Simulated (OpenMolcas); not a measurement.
# Pd2+ in a point-charge field

Pd2+ among 5 point charges of -1.5 e arranged as a trigonal bipyramid (D3h), 2.12 Å from the ion, with the axial distance 2.396 Å.
```
   2.1200    0.0000    0.0000  -1.50
  -1.0600    1.8360    0.0000  -1.50
  -1.0600   -1.8360    0.0000  -1.50
   0.0000    0.0000    2.3956  -1.50
   0.0000    0.0000   -2.3956  -1.50
```

```
Program             : OpenMolcas
Method              : SS-CASPT2, IPEA 0.25 Eh, imaginary shift 0.1 Eh (closed shells correlated: 4s 4p)
Basis               : ANO-RCC-VTZP [7s6p4d2f1g]
Scalar Hamiltonian  : DKH2, point nucleus
Active space        : 8 electrons in 5 orbitals (4d)
State averaging     : 2S+1 = 3 even, 10 roots; 2S+1 = 1 even, 15 roots
Spin-orbit coupling : state interaction with AMFI integrals over the reference wave functions
```

The lowest spin-free states (labels of D3, the rotations of D3h), above the lowest:

| State | Degeneracy | E (cm-1) | Free-ion L (%) |
| --- | --- | --- | --- |
| 3E | 2 | 0 | F (100) |
| 3E | 2 | 1940 | F (100) |
| 3A1 | 1 | 2600 | F (100) |
| 3A2 | 1 | 2600 | F (100) |
| 3A2 | 1 | 3680 | F (99) |
| 1A1 | 1 | 9770 | D (95) |
| 1E | 2 | 10520 | D (93) |
| 1E | 2 | 11750 | D (99) |
| 3E | 2 | 12440 | P (100) |
| 3A2 | 1 | 12550 | P (99) |
| 1A1 | 1 | 16700 | G (94) |
| 1E | 2 | 17030 | G (100) |
| 1E | 2 | 17370 | G (99) |
| 1A1 | 1 | 18000 | G (100) |
| 1A2 | 1 | 18040 | G (100) |
| 1E | 2 | 18710 | G (93) |
| 1A1 | 1 | 40870 | S (100) |

The lowest levels with spin-orbit coupling:

```json
{"E (cm-1)": "0", "Degeneracy": "1", "Label": "A2", "2S+1": "3", "g": ""}
{"E (cm-1)": "0", "Degeneracy": "1", "Label": "A1", "2S+1": "3", "g": ""}
{"E (cm-1)": "490", "Degeneracy": "2", "Label": "E", "2S+1": "3", "g": "0.00 0.00 4.51"}
{"E (cm-1)": "1490", "Degeneracy": "2", "Label": "E", "2S+1": "3", "g": "0.00 0.00 1.40"}
{"E (cm-1)": "2210", "Degeneracy": "2", "Label": "E", "2S+1": "3", "g": "0.00 0.00 9.97"}
{"E (cm-1)": "2380", "Degeneracy": "1", "Label": "A1", "2S+1": "3", "g": ""}
{"E (cm-1)": "4120", "Degeneracy": "2", "Label": "E", "2S+1": "3", "g": "0.00 0.00 5.33"}
{"E (cm-1)": "4180", "Degeneracy": "2", "Label": "E", "2S+1": "3", "g": "0.00 0.00 1.37"}
{"E (cm-1)": "4680", "Degeneracy": "1", "Label": "A2", "2S+1": "3", "g": ""}
{"E (cm-1)": "4960", "Degeneracy": "1", "Label": "A2", "2S+1": "3", "g": ""}
{"E (cm-1)": "4970", "Degeneracy": "1", "Label": "A1", "2S+1": "3", "g": ""}
{"E (cm-1)": "6360", "Degeneracy": "2", "Label": "E", "2S+1": "3 (88 %)", "g": "0.00 0.00 2.35"}
{"E (cm-1)": "6500", "Degeneracy": "1", "Label": "A1", "2S+1": "3 (80 %)", "g": ""}
{"E (cm-1)": "6650", "Degeneracy": "2", "Label": "E", "2S+1": "3", "g": "0.00 0.00 3.22"}
{"E (cm-1)": "11580", "Degeneracy": "2", "Label": "E", "2S+1": "3 (55 %)", "g": "0.00 0.00 4.69"}
{"E (cm-1)": "11700", "Degeneracy": "1", "Label": "A1", "2S+1": "3 (54 %)", "g": ""}
{"E (cm-1)": "11800", "Degeneracy": "2", "Label": "E", "2S+1": "3 (61 %)", "g": "0.00 0.00 2.53"}
{"E (cm-1)": "15080", "Degeneracy": "1", "Label": "A1", "2S+1": "3 (66 %)", "g": ""}
{"E (cm-1)": "15180", "Degeneracy": "1", "Label": "A2", "2S+1": "3", "g": ""}
{"E (cm-1)": "15220", "Degeneracy": "2", "Label": "E", "2S+1": "3", "g": "0.00 0.00 2.94"}
```

Powder χT (cm3 K/mol): 1.91 at 2 K, 1.95 at 10 K, 2.11 at 50 K, 2.32 at 100 K, 2.66 at 200 K, 2.89 at 300 K. The effective moment at 300 K is 2.828 √(χT) = 4.81 μB.

The lowest level has 2S+1 = 3, for which the spin-only value is χT = S(S+1) / 2 = 1.000 cm3 K/mol (g = 2). The computed 2.889 at 300 K differs by +1.889, through orbital momentum, spin-orbit coupling and any other state in reach.

Roots that are degenerate in the reference are averaged as groups; the widest CASPT2 spread within a group is 99 cm-1 (the 2-fold group of multiplicity 3 near 0 cm-1 above the lowest state of its run). Shifts and gaps below about the spread of the groups concerned are not significant. An orbital doublet at a regular site is open to a Jahn-Teller distortion, which this geometry leaves out. Real 4d8 and 5d8 ions are as a rule square planar and diamagnetic. Point charges give a weaker field than real ligands, and real ions of this kind are as a rule low spin; the high spin found here belongs to the model. The ground term spreads over less than 5000 cm-1, several times less than with real ligands, so orbital moments are less quenched and χT lies further from the spin-only value than at real sites. Free-ion shares, where given, are those of the reference states; single-state CASPT2 does not remix them. Point charges carry no covalency, so the field is a model and not that of real ligands. No measured value stands beside these numbers.

With an even number of electrons the g values are those of a degenerate or nearly degenerate non-Kramers pair.
